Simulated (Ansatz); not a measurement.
Reaction (cleavage of the Ge–Ge bond): `[OH][GeH]([OH])[GeH3]` + `C=C(N)O` → `C=C(N)[O][GeH3]` + `[OH][GeH2][OH]`

Isolated molecules relaxed with PBE0-D4/def2-TZVP in Ansatz; ΔE leaves out vibrations. CBS: MP2 limit from def2 TZ/QZ plus the TZ coupled-cluster correction, frozen cores. DFT in def2-TZVPP. B3LYP here is the variant with VWN-RPA as its local correlation; programs differ in this. For Ge outer-core shells are correlated without core-valence functions, which leaves a few kJ/mol of doubt a bond. Scalar relativity is left out up to krypton. One conformer a species, not always the lowest.

CCSD(T)/CBS gives +5.3 kJ/mol.

Question: Another level gave +21.3 kJ/mol. Which?
A. B3LYP/def2-TZVPP
B. CCSD/def2-TZVPP
C. PBE/def2-TZVPP
D. HF/def2-TZVPP

Answer: C. PBE 21.3, HF/def2-TZVPP -7.8, CCSD/def2-TZVPP 0.7, B3LYP 11.0 kJ/mol.

Largest T1 diagnostic among the species: 0.012.

In def2-TZVPP, CCSD(T) changes the Hartree–Fock value by +7.6 kJ/mol (the triples alone add −0.8 kJ/mol) and MP2 by +5.8 kJ/mol.
